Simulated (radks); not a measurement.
Ba, configuration [Xe] 6s2 (the NIST ground configuration).

All-electron calculation, non-relativistic Kohn-Sham, exchange-only PBE, spin-polarised, spherical densities, point nucleus; relativity is left out, which matters for an element this heavy. Program: a radial shooting solver on a logarithmic mesh with Libxc functionals.

Energy parts (hartree):
part                   energy
total              -7882.7236
kinetic             7882.7236
electron-nucleus  -18673.9608
Hartree             3096.7379
exchange            -188.2243

Orbitals (lengths in bohr, moments of r in powers of bohr; r(max) is where P^2 peaks):
orbital  occ.  eigenvalue (hartree)      <r^2>   r(max)
1s          2             -1307.059  0.0009840  0.01797
2s          2             -200.9653    0.01590  0.09904
2p          6             -189.6276    0.01190  0.07731
3s          2             -42.35314     0.1070   0.2801
3p          6             -37.50369     0.1017   0.2668
3d         10             -28.47713    0.08406   0.2160
4s          2              -8.23340     0.5586   0.6527
4p          6              -6.46381     0.6029   0.6657
4d         10              -3.38763     0.7358   0.6933
5s          2              -1.11577      3.289    1.535
5p          6              -0.65956      4.305    1.695
6s          2              -0.09427      29.61    4.293

The highest occupied level is 6s at -2.565 eV. The density falls to 0.001 e/bohr^3 at r = 5.55 bohr. Summed over all electrons, <r^2> = 105.5 bohr^2, which gives a Langevin (diamagnetic) susceptibility term of -83.6 x 10^-6 cm^3/mol.
